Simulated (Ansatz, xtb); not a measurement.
## Ranking isomers of C4H5FSi

3 gas-phase structures of C4H5FSi, from a drawn sample of its isomers (lower ones may exist). Each was relaxed with GFN2-xTB:

A. `FC1=C[SiH2]C=C1`, a singlet
B. `F[SiH]1C=CC=C1`, a singlet
C. `FC1=CC=C[SiH2]1`, a singlet

Problem. Which do you expect lowest at r2SCAN-D4/def2-SVP, and how would the others follow?

Solution. Calculated order at r2SCAN-D4/def2-SVP: B (0.0), A (37.4), C (44.5) kcal/mol.

Energies above the lowest of each column, in kcal/mol; the last columns are at B3LYP-D3(BJ)/def2-SVP geometries:

```
structure  GFN2-xTB  HF/STO-3G  r2SCAN-D4/def2-SVP  B3LYP-D3(BJ)/def2-SVP  CCSD(T)/def2-SVP + ΔMP2/def2-TZVPP
        B       0.0        0.0                 0.0                    0.0                                 0.0
        A      32.7       10.1                37.4                   38.5                                45.7
        C      35.4       12.3                44.5                   44.9                                52.9
```

Every level run on B puts it lowest or level with the lowest. The ΔMP2 step shifts differences by up to 4.9 kcal/mol, which makes them less sure. ΔMP2 is the change of the MP2 energy from the smaller to the larger basis.

Programs: Ansatz 0.2.0, xtb 6.7.1.
